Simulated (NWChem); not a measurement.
Molecule: GeH2ClF; SMILES [F][GeH2][Cl]

```xyz
5

Ge    -0.3386     0.4778     0.0000
F      1.1258     1.4174     0.0000
Cl     0.2405    -1.6115     0.0000
H     -1.0847     0.7700     1.3149
H     -1.0847     0.7700    -1.3149
```
Atoms are numbered in this order, from 1.

Level: B3LYP/6-31G* (spherical d) (NWChem), optimised geometry, unscaled harmonic frequencies. 

```json
[
 {"frequency (cm⁻¹)": "190", "IR intensity (km/mol)": "8.1"},
 {"frequency (cm⁻¹)": "421", "IR intensity (km/mol)": "62.2"},
 {"frequency (cm⁻¹)": "542", "IR intensity (km/mol)": "34.1"},
 {"frequency (cm⁻¹)": "653", "IR intensity (km/mol)": "8.1"},
 {"frequency (cm⁻¹)": "719", "IR intensity (km/mol)": "79.1"},
 {"frequency (cm⁻¹)": "801", "IR intensity (km/mol)": "113.4"},
 {"frequency (cm⁻¹)": "849", "IR intensity (km/mol)": "60.6"},
 {"frequency (cm⁻¹)": "2152", "IR intensity (km/mol)": "52.7"},
 {"frequency (cm⁻¹)": "2175", "IR intensity (km/mol)": "115.3"}
]
```

```json
{
 "zero_point_energy": "12.1 kcal/mol",
 "thermal correction to the enthalpy at 298.15 K (with zero-point energy)": "15.4 kcal/mol",
 "heat capacity Cv": "13.3 cal/(mol K)",
 "entropy at 298.15 K and 1 atm (symmetry number 1)": "70.6 cal/(mol K)",
 "dipole_moment": "2.44 D"
}
```

Rigid rotor and harmonic oscillator.
